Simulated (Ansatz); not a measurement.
`[CH3][AlH][Br]` → `[AlH2][Br]` + `[CH2]` (triplet)  (formal loss of a carbene)

Computed with Ansatz on PBE0-D4/def2-TZVP structures; ΔE is electronic, products minus reactants. CCSD(T)/CBS adds triple-zeta CCSD(T) − MP2 to the extrapolated MP2 energy (def2 sets, frozen cores). This one scheme is used for every species. Functionals use def2-TZVPP. B3LYP here is the variant with VWN-RPA as its local correlation; programs differ in this. Triplets are unrestricted, without spin–orbit coupling. For Br outer-core shells are correlated without core-valence functions, which leaves a few kJ/mol of doubt a bond. Scalar relativity is left out up to krypton.

```csv
species,B3LYP energy (Eh)
`[CH3][AlH][Br]`,-2857.24653
`[AlH2][Br]`,-2817.89785
`[CH2]` (triplet),-39.17003
```

Work out ΔE.

ΔE = (-2817.89785) + (-39.17003) − (-2857.24653) = 0.17865 Eh = +4.86 eV. CCSD(T)/CBS gives +5.02 eV.

Largest T1 diagnostic among the species: 0.011.

The D4 term adds +0.08 eV with B3LYP and +0.04 eV with PBE0; it sums over pairs of atoms, weighted by their polarisabilities, and B3LYP, whose exchange is more repulsive, gets the larger term. Leaving LDA and LC-ωPBE aside and taking each functional with its dispersion term where it has one, the values, not all of them listed here, spread over 0.33 eV, from r2SCAN0-D4 to ωB97X-V. LDA lies +0.72 eV from PBE without D4. From BLYP to BHLYP (50 % exact exchange), in def2-TZVPP and without D4, ΔE moves by −0.09 eV.
